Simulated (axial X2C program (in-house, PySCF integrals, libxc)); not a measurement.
# BiP⁺: from the spin-free to the two-component result

All values were computed with an in-house all-electron X2C program for linear molecules (integrals from PySCF). Spin-free means the one-electron spin-free X2C Hamiltonian; two-component (2c) means X2C with spin–orbit coupling and atomic mean-field two-electron Coulomb and Gaunt terms, so the difference of the two also holds small scalar two-electron terms. Basis: Bi dyall-cv3z [12s14p10d6f1g], P dyall-v3z [8s7p2d1f] (cores contracted in-house); Gaussian nuclei, density fitting, unrestricted open shells. Masses: Bi 208.980 u, P 30.974 u.

Spin-free state: M_S = 1/2, Λ = 1 (beyond evenly filled blocks: π+α, π+β, π-α); fragments Bi+ + P.

| level | Re (Å) | ωe (cm⁻¹) | De (eV) |
| --- | --- | --- | --- |
| CCSD | 2.389 | 379.6 | 2.150 |
| CCSD(T) | 2.386 | 398.1 | 2.379 |

Correlated methods: 9 electrons correlated (number of frozen shells: Bi 5 s, 4 p, 3 d, 1 f; P 2 s, 1 p), 219 virtual spin orbitals or spinors in MP2, 90 natural virtuals in coupled cluster.

Dipoles are positive if P is the positive end and refer to the centre of mass.

(1) Within this multiplet, which Ω should lie lowest by the rule for regular and inverted multiplets?

Two-component determinant lowest at the distance of the search:

Ω = 3/2 (⟨Sz⟩ = 0.72, ⟨Lz⟩ = 0.78 at HF); fragments Bi+ + P.

```
  level  Re (Å)  ωe (cm⁻¹)  De (eV)
   CCSD   2.473      283.5    0.818
CCSD(T)   2.457      305.0    0.965
```

(2) From the two tables, how do the constants change at the CCSD(T) level (2c against spin-free)?

The state is a single determinant with fixed occupations, the lowest that a limited PBE0 search found. De is counted from the lowest determinant-based energies of the atoms at the same level, without counterpoise correction. Coupled cluster ran in a truncated set of natural virtual spinors; the MP2 energy of the rest was added. (T) has no such correction and the atoms are truncated less, which lowers De at CCSD(T) by a hundredth of an eV or more. With several unpaired electrons one determinant need not be a pure state. The determinant is spin-polarised beyond a pure state at some levels (its spin-free form has ⟨S²⟩ too high), which makes Re and μ there less reliable. The T1 diagnostic is large, a sign of multireference character. With the outer-core shells frozen, correlated bond lengths of heavy atoms tend to come out a few hundredths of an ångström too long.

Results:

(1) The open π shell holds three electrons, one hole, so the multiplet is inverted: Ω = Λ + 1/2 = 3/2. The PBE0 2c search agrees.

(2) At the CCSD(T) level Re rises by 0.071 Å and ωe goes down by 93.1 cm⁻¹; De changes by -1.414 eV.
